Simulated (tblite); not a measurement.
Species: C4H13FGeSi2.
Numbering: `[F:1][C@H:2]1[CH2:3][Ge@@H:4]([SiH2:5][CH2:6][SiH3:7])[CH2:8]1` (hydrogens: H9 on C2; H10, H11 on C3; H12 on Ge4; H13, H14 on Si5; H15, H16 on C6; H17, H18, H19 on Si7; H20, H21 on C8)

Computed with GFN2-xTB (tblite), gas phase: L-BFGS steps from a force-field or distance-geometry start until the largest atomic force falls under 0.01 eV/Å.

Step 55: E = -687.8175 eV
```
atom  x, y, z in Å  |  force x, y, z in eV/Å
F1     -3.6059   -1.1572   -0.9915    0.009   0.011  -0.005
C2     -2.8931    0.0259   -0.8665    0.015   0.003   0.004
C3     -2.6220    0.3998    0.5873    0.019  -0.001   0.010
Ge4    -0.8309    1.1130    0.0326    0.002  -0.021  -0.008
Si5     1.1410    0.8019    1.3306   -0.008  -0.036  -0.015
C6      2.0358   -0.8332    0.9411   -0.005  -0.008   0.012
Si7     3.4089   -0.8032   -0.3905   -0.041   0.028   0.018
C8     -1.4860   -0.0693   -1.4477    0.018  -0.012  -0.002
H9     -3.4939    0.7846   -1.3777    0.012   0.001   0.008
H10    -3.3939    1.0127    1.0467    0.011   0.001  -0.004
H11    -2.5181   -0.5141    1.1724    0.003   0.013   0.015
H12    -1.0636    2.5563   -0.4224   -0.007  -0.018  -0.011
H13     0.7246    0.8141    2.7397    0.001   0.008   0.018
H14     2.0298    1.9469    1.1136   -0.007   0.006   0.011
H15     2.4870   -1.1855    1.8686   -0.021   0.000  -0.001
H16     1.2974   -1.5883    0.6670    0.001   0.021   0.012
H17     3.7157    0.5769   -0.7637    0.009   0.037  -0.025
H18     2.9760   -1.5503   -1.5714   -0.026  -0.004  -0.018
H19     4.6166   -1.4251    0.1585   -0.005  -0.022  -0.005
H20    -1.4129    0.2003   -2.4981    0.009   0.001  -0.004
H21    -1.1214   -1.0892   -1.3289    0.011  -0.009  -0.012
```

Step 56: E = -687.8183 eV
```
atom  x, y, z in Å  |  force x, y, z in eV/Å
F1     -3.6088   -1.1521   -0.9943    0.003   0.013  -0.001
C2     -2.8912    0.0276   -0.8663    0.030   0.000   0.003
C3     -2.6178    0.3982    0.5882    0.000  -0.017  -0.006
Ge4    -0.8274    1.1102    0.0314   -0.020  -0.025  -0.025
Si5     1.1408    0.8026    1.3298    0.010  -0.044  -0.002
C6      2.0340   -0.8333    0.9433   -0.008  -0.018   0.006
Si7     3.4057   -0.7993   -0.3908   -0.054   0.014   0.033
C8     -1.4842   -0.0735   -1.4482    0.016   0.000   0.010
H9     -3.4880    0.7908   -1.3756    0.012  -0.004   0.005
H10    -3.3913    1.0076    1.0499    0.019   0.013  -0.004
H11    -2.5147   -0.5176    1.1704    0.013   0.010   0.017
H12    -1.0612    2.5521   -0.4253   -0.007  -0.011  -0.012
H13     0.7265    0.8186    2.7380   -0.012   0.007   0.043
H14     2.0316    1.9447    1.1144    0.005   0.028   0.002
H15     2.4830   -1.1887    1.8715   -0.024   0.009  -0.025
H16     1.2914   -1.5844    0.6677    0.022   0.017   0.011
H17     3.7120    0.5815   -0.7630    0.007   0.030  -0.021
H18     2.9710   -1.5458   -1.5715   -0.027  -0.001  -0.020
H19     4.6127   -1.4240    0.1561    0.000  -0.018  -0.005
H20    -1.4108    0.1962   -2.4991    0.011  -0.012   0.013
H21    -1.1224   -1.0945   -1.3268    0.004   0.010  -0.023
```

Q: Estimate the geometry and energy of step 57. (The exact step hangs on the optimiser's Hessian estimate; all steps are aligned on step 56, rigid shifts and turns removed.)

A: E = -687.8190 eV, largest force 0.058 eV/Å
```
atom  x, y, z in Å  |  force x, y, z in eV/Å
F1     -3.6048   -1.1531   -0.9932   -0.002   0.017   0.000
C2     -2.8876    0.0269   -0.8663    0.035  -0.003   0.003
C3     -2.6139    0.3993    0.5880   -0.012  -0.027  -0.013
Ge4    -0.8242    1.1108    0.0290   -0.029  -0.022  -0.028
Si5     1.1400    0.8015    1.3292    0.017  -0.028   0.019
C6      2.0316   -0.8347    0.9463   -0.012  -0.017   0.000
Si7     3.3989   -0.7959   -0.3922   -0.047   0.000   0.031
C8     -1.4807   -0.0756   -1.4486    0.014   0.007   0.015
H9     -3.4843    0.7903   -1.3756    0.014  -0.011   0.002
H10    -3.3897    1.0052    1.0503    0.026   0.025  -0.010
H11    -2.5101   -0.5161    1.1704    0.022   0.002   0.018
H12    -1.0568    2.5523   -0.4285   -0.009  -0.009  -0.014
H13     0.7240    0.8192    2.7362   -0.019   0.006   0.054
H14     2.0349    1.9408    1.1187    0.007   0.037  -0.003
H15     2.4809   -1.1900    1.8745   -0.021   0.011  -0.035
H16     1.2860   -1.5831    0.6724    0.032   0.002   0.005
H17     3.7050    0.5865   -0.7614    0.004   0.017  -0.017
H18     2.9605   -1.5393   -1.5739   -0.026   0.005  -0.015
H19     4.6071   -1.4244    0.1487   -0.004  -0.012  -0.006
H20    -1.4074    0.1927   -2.5001    0.011  -0.019   0.022
H21    -1.1183   -1.0965   -1.3243   -0.002   0.019  -0.029
```

The energy changes by -0.0007 eV. The first-order estimate −F·Δx gives -0.0010 eV and the mean of the old and new forces, exact on a quadratic surface, -0.0007 eV. The step makes an angle of 76° with the force vector and moves no atom by more than 0.013 Å.

The cost below is that of the whole relaxation. The run took 3.6 s wall on Arm Neoverse N1, one thread, no GPU (shared host).
